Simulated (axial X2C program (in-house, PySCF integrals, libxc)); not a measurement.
# SeO⁺: nuclear properties from DFT to coupled cluster

Calculated with an in-house all-electron X2C program for linear molecules (integrals from PySCF): two-component X2C with atomic mean-field Coulomb and Gaunt terms, Gaussian nuclei, basis Se dyall-acv3z, O dyall-av3z with contracted cores.

R = 1.570 Å (near the PBE0 minimum at charge 1 of the determinant lowest at the starting distance; the state shown can have its own minimum elsewhere); state Ω = 1/2 (⟨Sz⟩ = -0.50, ⟨Lz⟩ = 1.00 at PBE0).

```json
{"level": "PBE0", "Eeff magnitude (GV/cm)": "0.163", "Ws magnitude Se (kHz)": "0.0663", "A∥/gI Se (MHz)": "2190", "qzz Se (a.u.)": "-1.06", "A∥/gI O (MHz)": "456"}
{"level": "HF", "Eeff magnitude (GV/cm)": "0.0365", "Ws magnitude Se (kHz)": "0.115", "A∥/gI Se (MHz)": "1930", "qzz Se (a.u.)": "-2.02", "A∥/gI O (MHz)": "458"}
{"level": "B3LYP", "Eeff magnitude (GV/cm)": "0.236", "Ws magnitude Se (kHz)": "0.128", "A∥/gI Se (MHz)": "2190", "qzz Se (a.u.)": "-0.84", "A∥/gI O (MHz)": "456"}
```

Eeff is the effective electric field on the electron electric dipole moment in this Ω state and Ws the scalar–pseudoscalar constant of the nucleus named (defined with the proton number Z and per Ω); A∥ (defined per Ω) follows by multiplying with gI = μI/(I μN); qzz is the electric field gradient, eQq0 = 234.96 MHz × Q/barn × qzz. The operators were transformed with the bare-nucleus X2C matrices; with these basis sets, hyperfine constants and field gradients can be off by tens of per cent, and where levels differ in sign neither size nor sign is settled.

Finite-field MP2, CCSD and CCSD(T), with 21 electrons correlated in 130 natural virtual spinors (MP2 remainder added):

| level | Eeff magnitude (GV/cm) | Ws magnitude Se (kHz) | A∥/gI Se (MHz) | qzz Se (a.u.) | A∥/gI O (MHz) |
| --- | --- | --- | --- | --- | --- |
| MP2 | 0.418 | 0.276 | 2500 | -0.52 | 247 |
| CCSD | 0.219 | 0.112 | 1900 | -0.96 | 442 |
| CCSD(T) | 0.233 | 0.129 | 1880 | -0.78 | 433 |

T1 = 0.021 (Lee–Taylor). One unrestricted determinant, the lowest of a limited PBE0 search, is the reference; the functionals treat spin collinearly. The sign of Eeff is opposite to CCSD(T) at HF. Eeff spreads by more than a factor of two over the levels. Correlation of the inner shells is missing, which matters for properties at the nucleus. Number of frozen shells: Se 3 s, 2 p; O 1 s.

Task: By how much does correlation change each value, CCSD(T) against HF?

Result: A∥/gI Se -3 %; qzz Se -61 %; A∥/gI O -5 %.
